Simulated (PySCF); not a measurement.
# Working out the ionisation energy of Zr

Zr [Kr] 4d2 5s2 (3F) → Zr+ [Kr] 4d2 5s1 (4F). Calculation: PySCF 2.14, in def2-TZVPPD with the def2 core potential (28 electrons) (6s4p3d2f1g, 56 functions); a scalar-relativistic core potential. Frozen: nothing. Energies in hartree (1 hartree = 27.21139 eV):

| part | Zr (lower) | Zr+ (upper) |
| --- | --- | --- |
| UHF | -46.444549 | -46.253642 |
| CCSD correlation | -0.273131 | -0.227830 |
| (T) | -0.010431 | -0.005139 |

Problem. What does Hartree-Fock give?

Solution. (-46.253642) − (-46.444549) = 0.190907 hartree = 5.195 eV.

Problem. What do CCSD and CCSD(T) give?

Solution. The CCSD correlation energies differ by 0.045301 hartree = 1.233 eV and the triples by 0.005292 hartree = 0.144 eV, so CCSD gives 6.428 eV and CCSD(T) 6.572 eV.

Measured between the centres of the two terms (NIST): 6.639 eV, so CCSD(T) (valence and next inner shell) is off by -0.067 eV.

What remains against the reference includes basis incompleteness and higher excitations.
